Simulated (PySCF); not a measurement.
**31P chemical shifts**

[PySCF 2.14.0 with density-fitted response routines: GFN2-xTB structure; PBE0/pcSseg-1 with gauge-including orbitals; one computed conformer; no solvent model; averaged over atoms made equivalent by symmetry, fast rotation or ring inversion; no relativistic terms]

Shieldings were converted by a linear fit to measured shifts: 31P (scatter 18.1 ppm rms vs H3PO4, solution or neat liquid). Occasional misses reach two or three times the rms, and more in compound classes unlike the fitted ones.

Question: Give the 31P shifts of `CC(C)Cn1cpcn1`, `FC(F)(F)/P=P\n1cccc1`, `CN(C)/C=P/CCC#N`, `Cc1nn(C(C)C)cp1`, `CC(C)(C)c1n[nH]cp1`, `CCCn1cpc(C)n1`, `CCCCn1cpcn1`, `CCCn1ncpc1C`, `CSc1pcpc(C=O)p1`.

Answer: 
| compound | environment | δ (ppm) |
| --- | --- | --- |
| CC(C)Cn1cpcn1 | phosphorus bonded to 2 C, in a 5-membered ring | 95.3 |
| [F:1][C:2]([F:3])([F:4])/[P:5]=[P:6]\[n:7]1[cH:8][cH:9][cH:10][cH:11]1 | P6: phosphorus bonded to N, P | 459.9 |
| [F:1][C:2]([F:3])([F:4])/[P:5]=[P:6]\[n:7]1[cH:8][cH:9][cH:10][cH:11]1 | P5: phosphorus bonded to C, P | 364.9 |
| CN(C)/C=P/CCC#N | phosphorus bonded to 2 C | 80.6 |
| Cc1nn(C(C)C)cp1 | phosphorus bonded to 2 C, in a 5-membered ring | 91.8 |
| CC(C)(C)c1n[nH]cp1 | phosphorus bonded to 2 C, in a 5-membered ring | 87.6 |
| CCCn1cpc(C)n1 | phosphorus bonded to 2 C, in a 5-membered ring | 93.8 |
| CCCCn1cpcn1 | phosphorus bonded to 2 C, in a 5-membered ring | 106.9 |
| CCCn1ncpc1C | phosphorus bonded to 2 C, in a 5-membered ring | 107.5 |
| [CH3:1][S:2][c:3]1[p:4][cH:5][p:6][c:7]([CH:8]=[O:9])[p:10]1 | P10: phosphorus bonded to 2 C, in a 6-membered ring | 251.5 |
| [CH3:1][S:2][c:3]1[p:4][cH:5][p:6][c:7]([CH:8]=[O:9])[p:10]1 | P6: phosphorus bonded to 2 C, in a 6-membered ring | 234.8 |
| [CH3:1][S:2][c:3]1[p:4][cH:5][p:6][c:7]([CH:8]=[O:9])[p:10]1 | P4: phosphorus bonded to 2 C, in a 6-membered ring | 194.5 |
